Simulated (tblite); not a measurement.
Species: C7H13NOSi.
Geometry (GFN2-xTB, Å), atoms numbered from 1 in this order:
```
atom  x, y, z in Å
C1    -0.989    1.198   -1.234
C2    -1.135    0.013   -0.279
C3    -1.815    0.460    1.017
C4    -1.917   -1.120   -0.942
O5     0.151   -0.435    0.090
Si6    1.360   -1.217   -0.608
C7     2.854   -0.702    0.422
C8     2.979    0.425    1.126
C9     1.986    1.420    1.203
N10    1.228    2.278    1.291
H11   -1.964    1.606   -1.483
H12   -0.491    0.882   -2.147
H13   -0.390    1.969   -0.757
H14   -1.220    1.243    1.479
H15   -2.812    0.839    0.813
H16   -1.885   -0.377    1.707
H17   -1.403   -1.447   -1.844
H18   -1.996   -1.966   -0.264
H19   -2.916   -0.784   -1.206
H20    1.184   -2.670   -0.503
H21    1.618   -0.863   -2.010
H22    3.694   -1.383    0.425
H23    3.874    0.660    1.694
```

Level: GFN2-xTB in tblite, geometry and Hessian alike; calculated harmonic values, unscaled, isolated species. Errors from tens to a few hundred cm⁻¹ against measured bands are possible. Modes of hydrogen on silicon can be 10 to 20 % off. One conformer, not necessarily the lowest.

Harmonic wavenumbers (cm⁻¹): 34.6, 40.1, 67.2, 84.8, 134.8, 162.6, 179.6, 227.7, 236.3, 241.1, 311.6, 327.1, 334.0, 392.4, 418.9, 450.7, 465.7, 544.3, 608.8, 622.9, 670.6, 712.4, 751.0, 786.9, 811.3, 858.5, 937.8, 947.5, 950.2, 961.8, 975.1, 1031.6, 1032.2, 1105.9, 1175.7, 1212.1, 1243.7, 1248.4, 1330.0, 1390.8, 1392.2, 1412.2, 1467.4, 1483.3, 1484.6, 1487.0, 1488.4, 1505.3, 1635.7, 2184.5, 2229.9, 2363.6, 2998.7, 3031.0, 3038.4, 3039.6, 3040.9, 3043.3, 3045.7, 3050.1, 3052.0, 3054.5, 3057.9.

A = 1615, B = 909.4, C = 675.9 MHz; mass 155.077 u (most abundant isotopes); point group C1, symmetry number 1.

Q: What is the zero-point energy?

A: Half the sum of the wavenumbers: 39802 cm⁻¹ = 113.80 kcal/mol.

Q: Entropy at 400 K, 1 bar (ideal gas, RRHO, classical rotation)?

A: Translation 42.51, rotation 31.04, vibration 57.25: S = 130.8 cal/(mol K).

Q: And Cp and H(400 K) − H(0)?

A: Cp = 61.25 cal/(mol K), of which vibrations give 53.30 (their classical limit is 63 R = 125.2); H(400 K) − H(0) = 14.60 kcal/mol without the zero-point energy, 11.42 from vibrations.

Q: Blend soft modes into free rotors: weight 1/[1 + (100 cm⁻¹/ν̃)⁴] for the oscillator and the rest for a rotor with moment μB/(μ + B), μ = h/(8π²ν), B = 10⁻⁴⁴ kg m². What vibrational entropy results?

A: 51.65 cal/(mol K) in place of 57.25, which changes −T·S at 400 K by +2.24 kcal/mol.

Q: What must be added to the electronic energy to get the Gibbs energy at 400 K and 1 bar?

A: ZPE + [H(400 K) − H(0)] − T·S = 113.80 + 14.60 − 52.32 = 76.08 kcal/mol.

Q: How do the functions run with temperature in this model?

A: 
```
 T (K)  S (cal/(mol K))  Cp (cal/(mol K))  H − H(0) (kcal/mol)  G − H(0) (kcal/mol)  ln q(vib)
    50             62.9              16.0                 0.58                -2.57       1.13
   100             76.5              23.8                 1.58                -6.07       3.07
298.15            114.5              49.7                 8.94               -25.21      10.71
373.15            126.6              58.4                13.00               -34.26      13.47
   500            145.5              70.9                21.23               -51.54      17.97
   750            177.9              88.8                41.35               -92.10      26.27
  1000            205.2             100.7                65.13              -140.08      33.82
```

q(vib) and H(0) count from the zero-point level.

Hindered rotation and anharmonicity are outside this model. Other conformers, if any are populated, would add a mixing term that is left out. The structure is chiral; the term R ln 2 for an equal mix with its mirror image is left out.

Time: 1.1 s of wall time. Hardware: an Intel Xeon 6975P-C with one thread, on a shared host. The figure is for the frequency step alone.
